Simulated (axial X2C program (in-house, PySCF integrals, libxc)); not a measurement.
# Outer orbitals of HfF at 1.860 Å, TPSSh

All values were computed with an in-house all-electron X2C program for linear molecules (integrals from PySCF). Spin-free means the one-electron spin-free X2C Hamiltonian; two-component (2c) means X2C with spin–orbit coupling and atomic mean-field two-electron Coulomb and Gaunt terms, so the difference of the two also holds small scalar two-electron terms. Basis: Hf dyall-cv3z [13s14p9d7f4g], F dyall-av3z [7s6p3d2f] (cores contracted in-house); Gaussian nuclei, density fitting, unrestricted open shells. Masses: Hf 179.947 u, F 18.998 u.

The distance is close to the 2c PBE0 minimum; the highest filled and lowest empty levels are listed.

Spin-free orbitals, state M_S = 1/2, Λ = 2 (beyond evenly filled blocks: δ+α) (Löwdin shares):

```csv
symmetry,occupied,ε (eV),atomic character
σα,yes,-19.10,99% Hf f
π+α,yes,-19.10,100% Hf f
π-α,yes,-19.09,100% Hf f
δ+α,yes,-19.08,100% Hf f
δ-α,yes,-19.06,100% Hf f
φ+α,yes,-19.05,100% Hf f
π-β,yes,-19.03,100% Hf f
π+β,yes,-19.03,100% Hf f
σβ,yes,-19.03,99% Hf f
φ-α,yes,-19.00,100% Hf f
δ-β,yes,-19.00,100% Hf f
δ+β,yes,-19.00,100% Hf f
φ+β,yes,-18.88,100% Hf f
φ-β,yes,-18.88,100% Hf f
σβ,yes,-11.90,"84% F p, 8% Hf d"
σα,yes,-11.87,"84% F p, 9% Hf d"
π-β,yes,-11.32,"86% F p, 7% Hf d, 3% Hf f"
π+β,yes,-11.32,"86% F p, 7% Hf d, 3% Hf f"
π+α,yes,-11.30,"86% F p, 8% Hf d, 3% Hf f"
π-α,yes,-11.30,"86% F p, 8% Hf d, 3% Hf f"
σα,yes,-5.57,"68% Hf s, 15% Hf d, 8% F p"
σβ,yes,-4.92,"72% Hf s, 10% Hf p, 7% F p"
δ+α,yes,-4.02,99% Hf d
δ-α,no,-2.99,99% Hf d
π+α,no,-2.27,"68% Hf d, 24% Hf p, 4% F p"
π-α,no,-2.23,"69% Hf d, 24% Hf p, 4% F p"
π-β,no,-2.03,"67% Hf d, 26% Hf p, 3% F p"
π+β,no,-2.03,"67% Hf d, 26% Hf p, 3% F p"
```

Spinors with spin–orbit coupling (state Ω = 3/2):

```json
{"ω": "1/2", "occupied": "yes", "ε (eV)": "-19.97", "atomic character": "100% Hf f", "λ mixture": "59% π, 41% σ"}
{"ω": "3/2", "occupied": "yes", "ε (eV)": "-19.96", "atomic character": "100% Hf f", "λ mixture": "72% δ, 28% π"}
{"ω": "-1/2", "occupied": "yes", "ε (eV)": "-19.96", "atomic character": "100% Hf f", "λ mixture": "55% π, 45% σ"}
{"ω": "5/2", "occupied": "yes", "ε (eV)": "-19.94", "atomic character": "100% Hf f", "λ mixture": "86% φ, 14% δ"}
{"ω": "-3/2", "occupied": "yes", "ε (eV)": "-19.93", "atomic character": "100% Hf f", "λ mixture": "69% δ, 31% π"}
{"ω": "-5/2", "occupied": "yes", "ε (eV)": "-19.81", "atomic character": "100% Hf f", "λ mixture": "83% φ, 17% δ"}
{"ω": "-1/2", "occupied": "yes", "ε (eV)": "-18.36", "atomic character": "99% Hf f", "λ mixture": "55% σ, 45% π"}
{"ω": "-3/2", "occupied": "yes", "ε (eV)": "-18.35", "atomic character": "100% Hf f", "λ mixture": "69% π, 31% δ"}
{"ω": "1/2", "occupied": "yes", "ε (eV)": "-18.34", "atomic character": "99% Hf f", "λ mixture": "59% σ, 41% π"}
{"ω": "3/2", "occupied": "yes", "ε (eV)": "-18.32", "atomic character": "100% Hf f", "λ mixture": "72% π, 28% δ"}
{"ω": "-5/2", "occupied": "yes", "ε (eV)": "-18.31", "atomic character": "100% Hf f", "λ mixture": "83% δ, 17% φ"}
{"ω": "-7/2", "occupied": "yes", "ε (eV)": "-18.28", "atomic character": "100% Hf f", "λ mixture": "100% φ"}
{"ω": "5/2", "occupied": "yes", "ε (eV)": "-18.28", "atomic character": "100% Hf f", "λ mixture": "86% δ, 14% φ"}
{"ω": "7/2", "occupied": "yes", "ε (eV)": "-18.16", "atomic character": "100% Hf f", "λ mixture": "100% φ"}
{"ω": "1/2", "occupied": "yes", "ε (eV)": "-11.87", "atomic character": "84% F p, 8% Hf d", "λ mixture": "100% σ"}
{"ω": "-1/2", "occupied": "yes", "ε (eV)": "-11.84", "atomic character": "84% F p, 9% Hf d", "λ mixture": "100% σ"}
{"ω": "-1/2", "occupied": "yes", "ε (eV)": "-11.32", "atomic character": "86% F p, 7% Hf d, 3% Hf f", "λ mixture": "100% π"}
{"ω": "1/2", "occupied": "yes", "ε (eV)": "-11.30", "atomic character": "86% F p, 8% Hf d, 3% Hf f", "λ mixture": "100% π"}
{"ω": "3/2", "occupied": "yes", "ε (eV)": "-11.26", "atomic character": "86% F p, 7% Hf d, 3% Hf f", "λ mixture": "100% π"}
{"ω": "-3/2", "occupied": "yes", "ε (eV)": "-11.24", "atomic character": "86% F p, 8% Hf d, 3% Hf f", "λ mixture": "100% π"}
{"ω": "-1/2", "occupied": "yes", "ε (eV)": "-5.53", "atomic character": "68% Hf s, 15% Hf d, 8% F p", "λ mixture": "100% σ"}
{"ω": "1/2", "occupied": "yes", "ε (eV)": "-4.91", "atomic character": "72% Hf s, 10% Hf p, 7% F p", "λ mixture": "100% σ"}
{"ω": "3/2", "occupied": "yes", "ε (eV)": "-4.19", "atomic character": "99% Hf d", "λ mixture": "98% δ, 2% π"}
{"ω": "-5/2", "occupied": "no", "ε (eV)": "-2.78", "atomic character": "99% Hf d", "λ mixture": "100% δ"}
{"ω": "1/2", "occupied": "no", "ε (eV)": "-2.42", "atomic character": "65% Hf d, 28% Hf p, 4% F p", "λ mixture": "89% π, 11% σ"}
{"ω": "-3/2", "occupied": "no", "ε (eV)": "-2.27", "atomic character": "90% Hf d, 7% Hf p", "λ mixture": "63% δ, 37% π"}
{"ω": "-1/2", "occupied": "no", "ε (eV)": "-2.21", "atomic character": "62% Hf d, 31% Hf p, 3% F p", "λ mixture": "84% π, 16% σ"}
```

Q: How does the gap between the highest filled and lowest empty level change from the spin-free to the 2c table?

A: From 1.03 to 1.41 eV at TPSSh, a change of 0.38 eV.

Mulliken charges and populations of the two-component result (they depend on the basis, above all on diffuse functions):

Hf 0.50 e (s 11.78 p 24.09 d 21.60 f 14.03 g 0.01), F -0.50 e (s 3.97 p 5.50 d 0.02). ⟨Lz⟩ = 1.99 ħ and ⟨Sz⟩ = -0.49 ħ (-0.50 and 0.02 on the two atoms), which add up to Ω.

Occupations by symmetry block were frozen at the best pattern of an incomplete PBE0 search. Density functionals use the spin component along the axis (collinear). The functionals have no current-density term, which raises determinants with orbital currents, atoms included. The determinant is spin-polarised beyond a pure state at some levels (its spin-free form has ⟨S²⟩ too high), which makes Re and μ there less reliable.
